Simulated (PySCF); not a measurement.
A GIAO shielding run with PySCF (density fitting, non-relativistic, gas phase) on SMILES C=C([SiH2]OC(C)=S)SC, C₅H₁₀OS₂Si:

```
$ OMP_NUM_THREADS=1 python probes_run.py task.json out

{"job": {"kind": "nmr", "xc": "PBE0", "basis": "pcSseg-1"}, "charge": 0, "multiplicity": 1}
C      1.061652    -0.839922    -0.270860
C      1.103495     0.338721     0.342170
Si    -0.404949     1.366766     0.818705
O     -1.751171     0.796569     0.036510
C     -2.485319    -0.260017     0.295866
C     -3.635737    -0.463119    -0.634491
S     -2.177401    -1.256107     1.544994
S      2.589741     1.160146     0.822978
C      3.902218    -0.017391     0.374623
H      1.931809    -1.415550    -0.537768
H      0.113128    -1.282776    -0.524859
H     -0.586661     1.373020     2.264148
H     -0.397175     2.681945     0.194788
H     -3.290177    -0.418234    -1.666751
H     -4.357387     0.342052    -0.494441
H     -4.117089    -1.416324    -0.438981
H      3.920359    -0.157640    -0.702133
H      4.831705     0.434453     0.705202
H      3.739157    -0.957342     0.893167
```

Hardware: 1 thread of an Arm Neoverse N1, shared host. The job also computes population analyses, field gradients.

**Question.** How large is the calculation?

**Answer.** 94 electrons, 224 basis functions and 1231 auxiliary functions.

**Question.** How long does it take, and how much memory does it need?

**Answer.** 90 s of wall time, with 14 SCF cycles and 5 response iterations; peak memory 1 GiB. Times on a shared host scatter by some tens of per cent.
